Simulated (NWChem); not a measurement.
CH4MgO; SMILES [O](C)[MgH]

```xyz
7

Mg     0.0000     0.0000    -1.4050
H      0.0000     0.0000    -3.1034
O      0.0000     0.0000     0.3656
C      0.0000     0.0000     1.7503
H      0.6248    -0.8114     2.1601
H      0.3903     0.9468     2.1601
H     -1.0151    -0.1354     2.1601
```
Atoms are numbered in this order, from 1.

Results from NWChem. The geometry was optimised at B3LYP/6-31G* (spherical d). GIAO values for the isolated, static molecule; σ is the absolute isotropic shielding, δ = σ(reference) − σ with the isolated reference molecule computed at the same levels (13C: tetramethylsilane, 1H: tetramethylsilane, 17O: water).

For level PBE/pcSseg-1:

```
Property    Value
----------  -----
δ O3 (ppm)  -13.8
δ C4 (ppm)   59.3
δ H5 (ppm)   4.22
```

Problem. Estimate the same quantities for level PBE0/pcSseg-1.

Solution. The δ O3 (ppm) comes out as -29.9 and the δ C4 (ppm) is 56.6. The δ H5 (ppm) is 3.95.
